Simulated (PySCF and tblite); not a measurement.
Values are calculated unless marked as measured or tabulated.
C₄H₉FSSi, numbered as in [F:1][C@H:2]1[S:3][CH2:4][CH2:5][C@@H:6]1[SiH3:7].

Conformers came from 60 starts (ETKDG and KDG, MMFF94s, GFN2-xTB); geometries are GFN2-xTB. Free energies are PBE0-D3(BJ)/pcSseg-1 single points with GFN2-xTB rigid-rotor and vibrational terms (modes under about 100 cm⁻¹ blended into free rotors). Symmetry numbers and mirror images are counted. Conformers within 2.5 kcal/mol (GFN2-xTB free energy) were kept, 6 at most. Codes: tblite and PySCF.

The 5-ring runs over atoms 2–3–4–5–6.

| conformer | shape | symmetry | dipole D |
| --- | --- | --- | --- |
| 1 | 5-ring envelope (ring torsions 26, -45, 47, -27, 1°) | C1 | 2.84 |
| 2 | 5-ring between envelope and twist (ring torsions -9, 35, -50, 42, -20°) | C1 | 2.43 |

Problem. Which of these conformers is the most populated at 298.15 K, and with what share?

Solution. Conformer 2, about 92 %.

Problem. Give the DFT energies and free energies relative to the lowest, and all weights.

Solution. 
```json
{"conformer": "1", "shape": "5-ring envelope (ring torsions 26, -45, 47, -27, 1°)", "E(DFT) kcal/mol": "1.54", "G(298.15 K) kcal/mol": "1.41", "weight %": "8.5"}
{"conformer": "2", "shape": "5-ring between envelope and twist (ring torsions -9, 35, -50, 42, -20°)", "E(DFT) kcal/mol": "0.00", "G(298.15 K) kcal/mol": "0.00", "weight %": "91.5"}
```

Problem. How does its share change from 250 K to 350 K?

Solution. From 95 % to 88 %; the mixing entropy goes from 0.41 to 0.73 cal/(mol K).
